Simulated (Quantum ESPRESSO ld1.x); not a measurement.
The numbers below are computed, except where a source is named.
Question: Hf16+, configuration [Kr] 4d10 4f10 (the NIST ground configuration). Code: ld1.x of Quantum ESPRESSO 7.5. Model: Dirac Kohn-Sham, PBEsol, spin-unpolarised, spherical densities, point nucleus; open shells fill j = l - 1/2 first. Some entries of the table are withheld. Estimate them.

| orbital | occ. | eigenvalue (hartree) | r(max) (bohr) | <r> (bohr) |
|---|---|---|---|---|
| 1s1/2 | 2 | -2408.79 | 0.012 | 0.01899 |
| 2s1/2 | 2 | -422.819 | 0.068 | 0.07978 |
| 2p1/2 | 2 | -404.452 | (1) | (2) |
| 2p3/2 | 4 | -360.663 | (3) | (4) |
| 3s1/2 | 2 | -106.639 | 0.193 | 0.2081 |
| 3p1/2 | 2 | -98.4975 | 0.181 | 0.1980 |
| 3p3/2 | 4 | -89.1059 | 0.195 | 0.2124 |
| 3d3/2 | 4 | -75.3252 | 0.153 | 0.1862 |
| 3d5/2 | 6 | -73.2760 | 0.156 | 0.1907 |
| 4s1/2 | 2 | -31.7856 | 0.437 | (5) |
| 4p1/2 | 2 | -28.4311 | 0.437 | 0.4680 |
| 4p3/2 | 4 | -26.2065 | 0.466 | 0.4983 |
| 4d3/2 | 4 | -20.6642 | 0.462 | 0.5107 |
| 4d5/2 | 6 | -20.2425 | 0.469 | 0.5204 |
| 5s1/2 | 0 | -13.3654 | 0.919 | (6) |
| 4f5/2 | 6 | -13.2555 | 0.430 | 0.5481 |
| 4f7/2 | 4 | -13.1703 | 0.433 | 0.5528 |
| 5p1/2 | 0 | -12.1249 | 0.956 | 0.9935 |
| 5p3/2 | 0 | -11.5519 | 1.00 | 1.041 |
| 5d3/2 | 0 | -9.57163 | 1.10 | 1.138 |
| 5d5/2 | 0 | -9.46544 | 1.11 | 1.151 |

Answer: 
(1) 2p1/2 r(max) (bohr): 0.051
(2) 2p1/2 <r> (bohr): 0.06613
(3) 2p3/2 r(max) (bohr): 0.058
(4) 2p3/2 <r> (bohr): 0.07385
(5) 4s1/2 <r> (bohr): 0.4632
(6) 5s1/2 <r> (bohr): 0.9522
